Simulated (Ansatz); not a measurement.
Ga₂Te₃⁺, relaxed as a doublet with UKS r2SCAN-D4/def2-SVP in Ansatz, starting from the GFN1-xTB geometry. Force threshold 0.02 eV/Å.

In the def2 sets Te takes a core potential; there is no spin–orbit coupling. Another isomer (doublet) lies 0.22 eV lower at PBE0-D4/def2-TZVP; other spin states weren't run for this one.

Start:

| atom | x (Å) | y (Å) | z (Å) |
| --- | --- | --- | --- |
| Ga1 | 1.724 | 0.514 | 1.022 |
| Ga2 | -0.410 | -0.791 | -0.545 |
| Te3 | -2.592 | 0.410 | -0.570 |
| Te4 | 1.588 | -2.101 | 0.216 |
| Te5 | -0.309 | 1.968 | -0.123 |

| step | energy (eV) | largest force component (eV/Å) | SCF passes |
| --- | --- | --- | --- |
| 1 | -126627.4697 | 0.668 | 23 |
| 2 | -126627.4704 | 0.759 | 31 |
| 3 | -126627.5227 | 0.071 | 25 |
| 4 (rejected) | -126627.5208 | 0.063 | 25 |
| 5 | -126627.5246 | 0.025 | 26 |
| 6 | -126627.5249 | 0.014 | 27 |

Force components are those of the run's own axes.

End:

Cartesian coordinates in Å:
```
Ga 1.737 0.496 1.121
Ga -0.429 -0.802 -0.574
Te -2.612 0.394 -0.524
Te 1.566 -2.021 0.178
Te -0.262 1.933 -0.201
```

By distances, no bond broke or formed. The bond that changes most is Ga2–Te4, from 2.51 to 2.46 Å (atoms count from 1).

No frequencies were taken in this run, so the end may be a saddle point.

Run time 31 s (4 threads of Arm Neoverse V2 on a shared host).
